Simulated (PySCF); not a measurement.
**Peak assignment**

Molfile (atoms numbered from 1):
```
C7H13N3
     RDKit          3D

 23 23  0  0  0  0  0  0  0  0999 V2000
   -0.8548    1.2065   -0.6736 C   0  0  0  0  0  0  0  0  0  0  0  0
   -1.0118   -0.1248    0.0638 C   0  0  0  0  0  0  0  0  0  0  0  0
   -2.2996   -0.1048    0.8901 C   0  0  0  0  0  0  0  0  0  0  0  0
   -1.0572   -1.2745   -0.9424 C   0  0  0  0  0  0  0  0  0  0  0  0
    0.1699   -0.3390    1.0379 C   0  0  0  0  0  0  0  0  0  0  0  0
    1.4502   -0.2053    0.4062 N   0  0  0  0  0  0  0  0  0  0  0  0
    2.2508    0.8829    0.3617 C   0  0  0  0  0  0  0  0  0  0  0  0
    3.3249    0.4828   -0.3984 C   0  0  0  0  0  0  0  0  0  0  0  0
    3.1192   -0.7954   -0.7650 N   0  0  0  0  0  0  0  0  0  0  0  0
    2.0040   -1.1952   -0.2823 N   0  0  0  0  0  0  0  0  0  0  0  0
   -0.7590    2.0325    0.0288 H   0  0  0  0  0  0  0  0  0  0  0  0
    0.0210    1.1940   -1.3187 H   0  0  0  0  0  0  0  0  0  0  0  0
   -1.7264    1.3915   -1.2967 H   0  0  0  0  0  0  0  0  0  0  0  0
   -2.3051    0.7354    1.5819 H   0  0  0  0  0  0  0  0  0  0  0  0
   -3.1621   -0.0120    0.2347 H   0  0  0  0  0  0  0  0  0  0  0  0
   -2.4024   -1.0234    1.4635 H   0  0  0  0  0  0  0  0  0  0  0  0
   -1.8258   -1.0928   -1.6897 H   0  0  0  0  0  0  0  0  0  0  0  0
   -0.0997   -1.3828   -1.4462 H   0  0  0  0  0  0  0  0  0  0  0  0
   -1.2801   -2.2127   -0.4398 H   0  0  0  0  0  0  0  0  0  0  0  0
    0.1090   -1.3481    1.4538 H   0  0  0  0  0  0  0  0  0  0  0  0
    0.1146    0.3889    1.8517 H   0  0  0  0  0  0  0  0  0  0  0  0
    2.0134    1.8025    0.8530 H   0  0  0  0  0  0  0  0  0  0  0  0
    4.2023    1.0206   -0.6911 H   0  0  0  0  0  0  0  0  0  0  0  0
  1  2  1  0
  2  3  1  0
  2  4  1  0
  2  5  1  0
  5  6  1  0
  6  7  1  0
  7  8  2  0
  8  9  1  0
  9 10  2  0
 10  6  1  0
  1 11  1  0
  1 12  1  0
  1 13  1  0
  3 14  1  0
  3 15  1  0
  3 16  1  0
  4 17  1  0
  4 18  1  0
  4 19  1  0
  5 20  1  0
  5 21  1  0
  7 22  1  0
  8 23  1  0
M  END
```

PySCF 2.14.0 with density-fitted response routines calculation with GFN2-xTB structure and GIAO PBE0/pcSseg-1 shieldings; in vacuum, one averaged value for each set of equivalent atoms, relativity neglected, single conformer.

Scale: 13C and 1H vs TMS (reference shieldings calculated alike).

Problem. Assign these signals to the numbered atoms. 13C{1H} NMR (computed): δ 137.0 (CH), 131.3 (CH), 62.3 (CH2), 35.5 (C), 29.0 (CH3).

Solution. 
| δ (ppm) | atoms | environment | reason |
| --- | --- | --- | --- |
| 137.0 | C8 | aromatic CH next to a ring nitrogen | – |
| 131.3 | C7 | aromatic CH next to a ring nitrogen | – |
| 62.3 | C5 | sp3 CH2 bonded to N | the inductive effect lowers its shielding |
| 35.5 | C2 | quaternary sp3 carbon | saturated and bonded to C and H only |
| 29.0 | C1/C3/C4 | methyl carbon | a saturated carbon with 1 carbon neighbour and no heteroatom attached |

Problem. Assign these signals to the numbered atoms. 1H NMR (400 MHz, computed): δ 7.75 (m, 1H), 7.44 (m, 1H), 4.13 (s, 2H), 1.00 (s, 9H).

Solution. 
| δ (ppm) | atoms | environment | reason |
| --- | --- | --- | --- |
| 7.75 | H23 | hydrogen on an aromatic CH next to a ring nitrogen | the ring current deshields protons in the ring plane |
| 7.44 | H22 | hydrogen on an aromatic CH next to a ring nitrogen | – |
| 4.13 | H20/H21 | hydrogen on an sp3 CH2 bonded to N | its carbon carries N, which withdraws density |
| 1.00 | H11/H12/H13/H14/H15/H16/H17/H18/H19 | hydrogen on a methyl carbon | far from electronegative atoms and π systems |

Shifts are as computed. Against solution values, carbons near 30 ppm lie about +3 ppm off and those near 130 ppm about +5 ppm. Of 1211 compounds with measured shifts, 218 miss one by over three times the rms of a fit or turn the order of signals round; such compounds aren't used in these exercises. Multiplicities follow the n + 1 count of equivalent neighbours, as no J values were calculated; m marks all less simple cases, F and P coupling included.
